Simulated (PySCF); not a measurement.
## Spinor energies of Ta⁶¹⁺ (tantalum, charge +61)

Start: [Ne] 3s2. Calculated with PySCF 2.14 in an uncontracted even-tempered set (18 s from 19 bohr⁻², ratio 2.4; 14 p from 25 bohr⁻², ratio 2.4; 4 d from 82 bohr⁻², ratio 2.6; 4 f from 120 bohr⁻², ratio 2.6): generalised Hartree-Fock with the X2C-1e Hamiltonian and a Gaussian nucleus; one run each with spin-orbit coupling (SO) switched off, then screened by Boettger's factors.

```
spinor shell  electrons  ε, spin-free (eV)  ε, screened SO (eV)  weight of nominal j (screened SO)  rms radius, screened SO (bohr)
       1s1/2          2           -72914.7             -72900.1                              1.000                          0.0211
       2s1/2          2           -16626.5             -16622.9                              1.000                          0.0838
       2p1/2          2           -15201.0             -16137.0                              1.000                          0.0713
       2p3/2          4           -15201.0             -14822.7                              1.000                          0.0782
       3s1/2          2            -6775.1              -6774.5                              1.000                           0.200
```

```json
{"quantity": "E (hartree)", "spin-free": "-11228.02032", "screened SO": "-11241.80316"}
{"quantity": "M_J", "spin-free": "0", "screened SO": "0"}
{"quantity": "⟨J²⟩", "spin-free": "0.000", "screened SO": "0.000"}
{"quantity": "⟨L²⟩", "spin-free": "0.000", "screened SO": "0.032"}
{"quantity": "⟨S²⟩", "spin-free": "0.000", "screened SO": "0.032"}
```

Breit and QED terms are absent; they matter most for the inner s and p1/2 levels.

Densities and radii are taken from the X2C orbitals without a picture-change correction, which distorts them close to the nucleus.

Without spin-orbit coupling the j labels of p, d and f shells carry no meaning; the spin-free column gives the mean over the occupied spinors of each nl shell.
